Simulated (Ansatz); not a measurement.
Total energies of GaH9OSi2, SMILES `[SiH3][O+]([SiH3])[GaH3-]`.

Cartesian coordinates in Å:
```
Si 1.326 -0.701 -0.938
O 0.105 -0.194 0.092
Si -1.009 -1.022 1.031
Ga -0.348 1.956 -0.092
H 2.427 0.279 -0.836
H 1.759 -2.041 -0.471
H 0.799 -0.786 -2.318
H -1.201 -0.253 2.278
H -0.425 -2.357 1.314
H -2.274 -1.167 0.279
H 0.594 2.492 1.046
H -1.885 1.759 0.208
H 0.133 2.037 -1.593
```

The species carries charge 0 and has multiplicity 1. Correlated methods include outer-core shells of Ga, which these sets cover unevenly. Scalar relativity is left out up to krypton. The structure was optimised at the PBE0-D4/def2-TZVP level. Basis def2-TZVPP, Ansatz 0.2.0.

RPA on PBE orbitals: Hartree–Fock energy of these orbitals -2581.25263 Eh, correlation -1.31805 Eh (frozen core).

```
 functional  energy without D4 (Eh)  D4 term (kJ/mol)
LDA (SPW92)             -2578.59307                 –
     revPBE             -2584.26853             -88.4
       BLYP             -2584.59932             -70.9
     r2SCAN             -2584.46886              -8.1
       PBE0             -2583.97951             -28.5
      B3LYP             -2584.68011             -53.8
      BHLYP             -2584.51469             -45.6
  CAM-B3LYP             -2584.68259             -29.5
    LC-ωPBE             -2584.10669                 –
    ωB97X-V             -2584.28533                 –
```

**Question.** Give the same for PBE, B97M-V, r2SCANh, r2SCAN0, HSE06 (plane-wave form), ωB97M-V, B2PLYP, PBE-QIDH. (An estimate is asked.)

**Answer.** The calculation gave: 
```json
{"functional": "PBE", "energy without D4 (Eh)": "-2583.86773", "D4 term (kJ/mol)": "-33.3"}
{"functional": "B97M-V", "energy without D4 (Eh)": "-2584.04205", "D4 term (kJ/mol)": "–"}
{"functional": "r2SCANh", "energy without D4 (Eh)": "-2584.45126", "D4 term (kJ/mol)": "-8.8"}
{"functional": "r2SCAN0", "energy without D4 (Eh)": "-2584.42653", "D4 term (kJ/mol)": "-9.8"}
{"functional": "HSE06 (plane-wave form)", "energy without D4 (Eh)": "-2583.96072", "D4 term (kJ/mol)": "-26.9"}
{"functional": "ωB97M-V", "energy without D4 (Eh)": "-2584.37902", "D4 term (kJ/mol)": "–"}
{"functional": "B2PLYP", "energy without D4 (Eh)": "-2583.91153", "D4 term (kJ/mol)": "–"}
{"functional": "PBE-QIDH", "energy without D4 (Eh)": "-2583.47352", "D4 term (kJ/mol)": "–"}
```

B3LYP takes the VWN-RPA correlation (the form of Gaussian; ORCA's B3LYP/G). HSE06 is the plane-wave form, built on full-range PBE exchange. The double hybrids freeze the cores in their second-order part.

LC-ωPBE has ω = 0.4 bohr⁻¹.
